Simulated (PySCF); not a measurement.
Geometries of 2 isomers of C2H5FGeO2, from PBE0-D3(BJ)/def2-SVP geometry optimisation, gas phase (PySCF). One conformer each, no zero-point energy, no frequencies.

Question: Which is lower in electronic energy at this level?
A.
```xyz
11
angstrom
F      1.826   -0.716    1.983
Ge     1.517   -0.246    0.346
O      0.503    1.205    0.371
C     -0.716    0.910   -0.290
C     -0.964   -0.602   -0.230
O      0.277   -1.270   -0.395
H      2.857   -0.201   -0.370
H     -1.534    1.463    0.199
H     -0.659    1.246   -1.343
H     -1.650   -0.923   -1.029
H     -1.414   -0.879    0.742
```
B.
```xyz
11
angstrom
O      1.462   -1.085   -0.999
C      1.393   -0.108   -0.303
O      2.458    0.450    0.283
Ge    -0.324    0.834    0.047
C     -1.656   -0.607    0.111
F     -1.467   -1.330    1.267
H      3.232   -0.085    0.031
H     -0.583    1.768   -1.148
H     -0.281    1.619    1.365
H     -2.686   -0.214    0.089
H     -1.510   -1.268   -0.759
```

Answer: A. That is `[O]1CC[O][GeH]1[F]`, 41.7 kcal/mol below the other.

| SMILES | atoms numbered as above | E (Eh) | relative (kcal/mol) | relative (kJ/mol) | dipole (D) |
| --- | --- | --- | --- | --- | --- |
| [F][GeH]1[O]CC[O]1 | [F:1][GeH:2]1[O:3][CH2:4][CH2:5][O:6]1 | -2405.46008 | 0.0 | 0.0 | 2.13 |
| O=[C](O)[GeH2][CH2]F | [O:1]=[C:2]([OH:3])[GeH2:4][CH2:5][F:6] | -2405.39364 | 41.7 | 174.4 | 1.67 |

As drawn, the higher has a C=O bond, an O–H bond and a C(=O)–O unit, which the lower lacks.
